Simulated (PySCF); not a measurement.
PySCF job for Te(F)4 anion (F4Te), SMILES F[Te](F)(F)F (connectivity only; charge and spin as stated), charge -1, multiplicity 2, PBE-D3(BJ)/def2-SVPD. Geometry: PBE-D3(BJ)/def2-SVPD. The spin state was assumed, not searched. The isomer is the one that the SMILES or the coordinates give; other isomers of the formula were not compared. The def2 effective core potentials stand for the cores of Te; spin–orbit coupling is left out.

```python
import numpy as np
from pyscf import gto, scf, dft, df
from pyscf.hessian import thermo

mol = gto.M(
    atom='''
    Te    0.00000000    0.00000000    0.34141899
    F     0.00000001    1.28663963   -1.25222347
    F     2.07020981   -0.00000000    0.26590193
    F    -0.00000000   -1.28663966   -1.25222344
    F    -2.07020982    0.00000000    0.26590193
    ''',
    basis='def2-SVPD',
    ecp={'Te': 'def2-svp'},
    charge=-1,
    spin=1,
    max_memory=1600,
    verbose=3,
)
mf = dft.UKS(mol, xc='pbe').density_fit(auxbasis='def2-universal-jkfit')
mf.disp = 'd3bj'
mf.grids.level = 3
mf.conv_tol = 1e-11
mf.max_cycle = 100
mf.kernel()
fine, coarse = mf.grids, dft.Grids(mol).set(level=1).build(with_non0tab=True)
for _ in range(3):  # follow internal instabilities
    mf.grids = coarse
    mo, _, stable, _ = mf.stability(return_status=True, nroots=4)
    mf.grids = fine
    if stable:
        break
    mf.kernel(mf.make_rdm1(mo, mf.mo_occ))

# [left out here: the lines that compute and print the analytic Hessian (its translational invariance restored by hand, since the grid's response is missing), thermochemistry and intensities]
```

Output:

```

WARN: HOMO -0.802912666963167 >= LUMO -0.802912666963167


WARN: HOMO 0.154372762429531 >= LUMO 0.15498461517182

converged SCF energy = -666.856390584013  <S^2> = 0.75163572  2S+1 = 2.0016351
<class 'pyscf.df.df_jk.DFUKS'> wavefunction is stable in the internal stability analysis

WARN: DFTD3 does not support analytical Hessian, using finite difference


WARN: Mole.unit (angstrom) is changed to Bohr

Mode                                 0                   1                   2
Irrep
Freq [cm^-1]                      114.3965            132.0343            137.8073
Reduced mass [au]                  18.9984             20.5869             21.5808
Force const [Dyne/A]                0.1465              0.2115              0.2415
Char temp [K]                     164.5912            189.9680            198.2740
Normal mode                   x     y     z       x     y     z       x     y     z
       0  Te                -0.00  0.00  0.00    0.00 -0.00 -0.03   -0.00  0.03 -0.00
       1   F                -0.14  0.00 -0.00   -0.00 -0.02 -0.05    0.00  0.03 -0.03
       2   F                -0.00 -0.09 -0.00    0.02  0.00  0.14    0.00 -0.14  0.00
       3   F                 0.14  0.00  0.00    0.00  0.02 -0.05   -0.00  0.03  0.03
       4   F                 0.00  0.09 -0.00   -0.02  0.00  0.14   -0.00 -0.14  0.00
Mode                                 3                   4                   5
Irrep
Freq [cm^-1]                      208.6001            266.4187            362.1298
Reduced mass [au]                  20.1731             20.8417             21.6548
Force const [Dyne/A]                0.5172              0.8716              1.6731
Char temp [K]                     300.1292            383.3172            521.0241
Normal mode                   x     y     z       x     y     z       x     y     z
       0  Te                 0.02 -0.00  0.00    0.00 -0.00  0.03   -0.00 -0.03 -0.00
       1   F                -0.12  0.00  0.00   -0.00 -0.13 -0.07    0.00  0.09 -0.12
       2   F                 0.04 -0.00  0.09   -0.01  0.00 -0.03    0.00  0.02 -0.00
       3   F                -0.12 -0.00  0.00   -0.00  0.13 -0.07   -0.00  0.09  0.12
       4   F                 0.04  0.00 -0.09    0.01  0.00 -0.03   -0.00  0.02  0.00
Mode                                 6                   7                   8
Irrep
Freq [cm^-1]                      445.9949            466.9637            500.4682
Reduced mass [au]                  19.3362             24.2175             21.9536
Force const [Dyne/A]                2.2661              3.1113              3.2397
Char temp [K]                     641.6874            671.8567            720.0623
Normal mode                   x     y     z       x     y     z       x     y     z
       0  Te                -0.00  0.00 -0.01   -0.04  0.00  0.00   -0.00  0.00 -0.04
       1   F                 0.00 -0.04  0.06    0.01  0.00 -0.00   -0.00 -0.08  0.10
       2   F                 0.14  0.00 -0.01    0.14  0.00 -0.01   -0.07  0.00  0.01
       3   F                 0.00  0.04  0.06    0.01 -0.00 -0.00   -0.00  0.08  0.10
       4   F                -0.14  0.00 -0.01    0.14  0.00  0.01    0.07  0.00  0.01
temperature 298.1500 [K]
pressure 101325.00 [Pa]
Rotational constants [GHz] 3.61343 2.23870 2.10746
Symmetry number 2
Zero-point energy (ZPE) 0.00600 [Eh]   15759.685 [J/mol]
                           tot       elec      trans        rot        vib
Entropy [J/mol/K]       356.122      5.763    175.047    108.609     66.703
Cv [J/mol/K]             86.988      0.000     12.472     12.472     62.044
Cp [J/mol/K]             95.302      0.000     20.786     12.472     62.044
Internal energy [J/mol]                      3718.434   3718.434  26648.493
Internal energy [Eh]   -666.84341  -666.85639
Enthalpy [J/mol]                             6197.391   3718.434  26648.493
Enthalpy [Eh]          -666.84246
Gibbs free energy [J/mol]                  -45992.841 -28663.338   6760.999
Gibbs free energy [Eh] -666.88290
mode   freq/cm-1   IR/(km/mol)
   1      114.40         0.000
   2      132.03         5.885
   3      137.81         4.914
   4      208.60         1.914
   5      266.42        10.028
   6      362.13        79.629
   7      445.99        19.968
   8      466.96       295.551
   9      500.47        88.991
max |gradient| / (hartree/bohr): 0.00012141037544358374
APT charges: [ 1.8192 -0.6521 -0.7575 -0.6521 -0.7575]
```

The run converged.

Cost: very roughly 3 core-minutes.
